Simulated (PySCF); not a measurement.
These are TPSSh-D3(BJ)/def2-TZVP // TPSS-D3(BJ)/def2-SVP (PySCF) values and carry that method's errors. All species are isolated molecules in the gas phase. One relaxed conformer stands for a flexible species; it need not be the lowest. 

Reference species: [Mo(F)6] (neutral, multiplicity 1).

```
Item                    Result
-------------------  ---------
coordination number          6
HOMO                 -11.66 eV
LUMO                  -6.21 eV
HOMO–LUMO gap          5.46 eV
```

Changed species: [Mo(F)2(OH)4] (4 of 6 F replaced by OH; the reference has 0 of 6 F replaced by OH).

**Question.** Predict the effect on the coordination number, HOMO, LUMO and HOMO–LUMO gap.

**Answer.** the coordination number is nearly the same; the HOMO goes up by 3.14 eV, to -8.52 eV; the LUMO rises by 2.06 eV, to -4.15 eV; the HOMO–LUMO gap decreases by 1.09 eV, to 4.37 eV.
